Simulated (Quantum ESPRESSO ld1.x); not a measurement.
Species: the tin ion Sn2+. Configuration: [Kr] 4d10 5s1 6s1 (not the ground configuration). Method: Dirac Kohn-Sham, LDA (Slater exchange, Perdew-Zunger correlation), spin-unpolarised, spherical densities, point nucleus; computed with ld1.x of Quantum ESPRESSO 7.5.

Unscreened Slater integrals over Kohn-Sham orbitals (cm^-1). Large and small components are both included. Empty in this configuration: 5p1/2.

integral,value
"F0(6s1/2,6s1/2)",41393
"F0(6s1/2,5s1/2)",51107
"G0(6s1/2,5s1/2)",3138.7
"F0(6s1/2,4d5/2)",54748
"G2(6s1/2,4d5/2)",2556.8
"F0(6s1/2,4d3/2)",54793
"G2(6s1/2,4d3/2)",2506.3
"F0(6s1/2,5p1/2)",49896
"G1(6s1/2,5p1/2)",5375.3
"F0(5s1/2,5s1/2)",92355
"F0(5s1/2,4d5/2)",112020
"G2(5s1/2,4d5/2)",16556
"F0(5s1/2,4d3/2)",112240
"G2(5s1/2,4d3/2)",16024
"F0(5s1/2,5p1/2)",84967
"G1(5s1/2,5p1/2)",57064
"F0(4d5/2,4d5/2)",182230
"F2(4d5/2,4d5/2)",91283
"F4(4d5/2,4d5/2)",60037
"F0(4d5/2,4d3/2)",183360
"F2(4d5/2,4d3/2)",91832
"G2(4d5/2,4d3/2)",91764
"G4(4d5/2,4d3/2)",60366
"F0(4d5/2,5p1/2)",98556
"G3(4d5/2,5p1/2)",9661.4
"F0(4d3/2,4d3/2)",184510
"F2(4d3/2,4d3/2)",92413
"F0(4d3/2,5p1/2)",98708
"G1(4d3/2,5p1/2)",10678
"F0(5p1/2,5p1/2)",79353
